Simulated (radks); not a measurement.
The numbers below are computed, except where a source is named.
Problem. Isoelectronic series with 6 electrons, each ion in its NIST ground configuration. Level of theory: scalar-relativistic Kohn-Sham, SCAN, spin-polarised, spherical densities, finite nucleus; open shells are filled with parallel spins first; meta-GGA in the generalised Kohn-Sham scheme; Fermi nuclear charge, rms radius of each element as measured or else 0.836 A^(1/3) + 0.57 fm (a radial shooting solver on a logarithmic mesh with Libxc functionals). Total energies (hartree) and mean radii <r> (bohr):

ion    configuration  E (hartree)   2p up  2s down   2s up  1s down
Al7+    [He] 2s2 2p2   -214.79749  0.4899   0.5564  0.5468   0.1193
Si8+    [He] 2s2 2p2   -252.18795  0.4456   0.5087  0.5006   0.1105
S10+    [He] 2s2 2p2   -336.10454  0.3774   0.4341  0.4282  0.09619
K13+    [He] 2s2 2p2   -484.91759  0.3070   0.3556  0.3516  0.08049
Ca14+   [He] 2s2 2p2   -540.67043  0.2890   0.3353  0.3318  0.07632
Cr18+   [He] 2s2 2p2   -794.67087  0.2340   0.2728  0.2705  0.06315

Estimate the row of Sc15+ ([He] 2s2 2p2).

Solution. E (hartree) -599.51227; 2p up 0.2730; 2s down 0.3172; 2s up 0.3141; 1s down 0.07255.
